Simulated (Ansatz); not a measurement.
Energy difference 3 R1 + R2 → P1 + 2 P2 + P3, each structure at its B3LYP-D3(BJ)/def2-TZVP stationary point, reached from a drawn start (curvature not checked).
P1: CH4 (SMILES C), charge 0, multiplicity 1.
R1: H2 (SMILES [H][H]), charge 0, multiplicity 1.
P2: HF (SMILES F), charge 0, multiplicity 1.
P3, SiH4 (SMILES [SiH4]) (charge 0, multiplicity 1):
| atom | x (Å) | y (Å) | z (Å) |
|---|---|---|---|
| Si | 0.0000 | 0.0000 | 0.0000 |
| H | 0.8547 | 0.8547 | 0.8547 |
| H | -0.8547 | -0.8547 | 0.8547 |
| H | -0.8547 | 0.8547 | -0.8547 |
| H | 0.8547 | -0.8547 | -0.8547 |
R2: CH4F2Si (SMILES C[SiH](F)F), charge 0, multiplicity 1.

P less R. No zero-point or thermal terms.

Cores are frozen in the correlated methods.

Run with Ansatz (Gaussian orbitals). Each number belongs to the level named beside it.

Total energies in hartree:

```csv
structure,PBE/def2-TZVPP,PBE0/def2-TZVPP,CCSD(T)/cc-pV(Q+d)Z
P1,-40.464286,-40.475415,-40.450883
R1,-1.166122,-1.168485,-1.173794
P2,-100.393473,-100.394002,-100.373106
P3,-291.721620,-291.756591,-291.452235
R2,-529.554854,-529.593500,-529.216680
```

### Question
Work out the reaction energy at each level in kJ/mol (1 hartree = 2625.49964 kJ/mol), and say how far PBE/def2-TZVPP lies from CCSD(T)/cc-pV(Q+d)Z.

### Answer
- PBE/def2-TZVPP: 2 × (-100.393473) + (-40.464286) + (-291.721620) − (-529.554854) − 3 × (-1.166122) = 0.080368 hartree = 211.0 kJ/mol
- PBE0/def2-TZVPP: 2 × (-100.394002) + (-40.475415) + (-291.756591) − (-529.593500) − 3 × (-1.168485) = 0.078945 hartree = 207.3 kJ/mol
- CCSD(T)/cc-pV(Q+d)Z: 2 × (-100.373106) + (-40.450883) + (-291.452235) − (-529.216680) − 3 × (-1.173794) = 0.088732 hartree = 233.0 kJ/mol
PBE/def2-TZVPP less CCSD(T)/cc-pV(Q+d)Z: -22.0 kJ/mol. CCSD(T)/cc-pV(Q+d)Z is the level counted from, the highest shown, and no exact or measured value.

Ansatz is a quantum-chemistry and plane-wave program.
